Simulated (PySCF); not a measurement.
Work out the structure from these simulated measurements.

Formula: C2H8O3Si2.

| Property | Result |
| --- | --- |
| 13C NMR | chemical shifts (computed TMS as zero) by class: 183.2 (1 C), 27.6 (1 C) ppm [GIAO PBE0/pcSseg-1] |
| Triplet | lowest triplet excitation (Tamm–Dancoff): 5.33 eV [TDA B3LYP/def2-SVPD] |
| Dipole | 2.38 D [B3LYP/def2-SVPD] |
| Polarisability | 84.9 au [B3LYP/def2-SVPD] |
| Rotational structure | rotational constants A, B, C: 4.018, 0.920, 0.868 GHz [GFN2-xTB] |
| 1H NMR | chemical shifts (computed TMS as zero) by class: 5.05 (2 H), 4.79 (3 H), 3.54 (1 H), 2.17 (2 H) ppm [GIAO PBE0/pcSseg-1] |
| UV, first state | lowest singlet excitation: 5.78 eV (214 nm, f = 0.007) [TDDFT B3LYP/def2-SVPD] |

The electronic properties come from PySCF, for the isolated species, density fitting. Levels stand in brackets. Isolated species at its GFN2-xTB geometry (one conformer only). Each NMR value is the plain mean over a class of atoms that symmetry, rotation or inversion makes alike.

Task: Propose a structure and show how it fits.

Result: Numbering: `[O:1]=[C:2]([CH2:3][SiH2:4][OH:5])[O:6][SiH3:7]`. Its formula, C2H8O3Si2, gives 1 degree of unsaturation: 0 rings and 1 π bond in the structure found. 2 carbons fall into 2 classes; from least to most shielded: carbonyl carbon [C2] (183.2 ppm), sp3 carbon bound to silicon [C3] (27.6 ppm). Hydrogen classes from least to most shielded: 2 H on an oxygen-bound silicon, Si4 (5.05 ppm), 3 H on an oxygen-bound silicon, Si7 (4.79 ppm), 1 H on a silanol oxygen, O5 (3.54 ppm), 2 H on an sp3 carbon bound to silicon, C3 (2.17 ppm). S1 is mainly HOMO→LUMO (weight 0.90); the largest Löwdin shares of the orbital it empties are 0.58 on the carbonyl oxygen, 0.11 on the sp3 carbon bound to silicon, 0.09 on the oxygen singly bound to a carbonyl carbon and 0.08 on the carbonyl carbon, of the orbital it fills 0.32 on the carbonyl carbon, 0.24 on the carbonyl oxygen, 0.12 on the oxygen singly bound to a carbonyl carbon and 0.09 on an oxygen-bound silicon. The optimised geometry has point group C1 and is an asymmetric top. Structure: `C(C(O[SiH3])=O)[SiH2]O`. Computed isomers that give other values at the same levels: `O=C(O)[SiH2]OC[SiH3]` (13C chemical shifts (computed TMS as zero) by class: 188.2 (1 C), 53.4 (1 C) ppm); `COC(=O)[SiH2]O[SiH3]` (13C chemical shifts (computed TMS as zero) by class: 190.3 (1 C), 51.0 (1 C) ppm); `O[Si@@H]1COC[SiH2]O1` (13C chemical shifts (computed TMS as zero) by class: 66.9 (1 C), 63.3 (1 C) ppm). The assignments are read from this structure; whether some other isomer fits the data as well wasn't checked.

Conformer computed: `[O:1]=[C:2]([CH2:3][SiH2:4][OH:5])[O:6][SiH3:7]`: O1–C2–C3–Si4 -66°, C2–C3–Si4–O5 47°, O1–C2–O6–Si7 1°, H–O5–Si4–C3 -17°.
